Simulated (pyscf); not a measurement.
PySCF, gas phase, ωB97X-D3(BJ)/def2-SVP geometries. Correlated levels are frozen-core, on RHF or UHF. ΔMP2 is the change of the MP2 total energy from the triple- to the quadruple-zeta basis.

How much does it cost (ΔH, 298 K, CCSD(T)/def2-TZVPP + ΔMP2(QZVPP)) to split H₂Si=P–O–SiH₃ (SMILES [SiH2]=PO[SiH3]) at its O–P bond into H₂Si=P• + •O–SiH₃?

O–P to H₂Si=P• + •O–SiH₃: 86.8 kcal/mol. The radicals are drawn with the spin at the cut bond; how far it spreads was not checked. •O–SiH₃ lies 24.9 kcal/mol over its isomer HO–SiH₂•, and others may lie lower still (electronic energy, ωB97M-D3(BJ)). Other isomers of H₂Si=P• were not searched in full and may lie lower. The CCSD(T) − MP2 part came from Ansatz, without density fitting, on the same reference. An open-shell T1 diagnostic exceeds 0.045. A UHF reference is spin-contaminated (<S²> up to 1.09), which harms MP2 most.
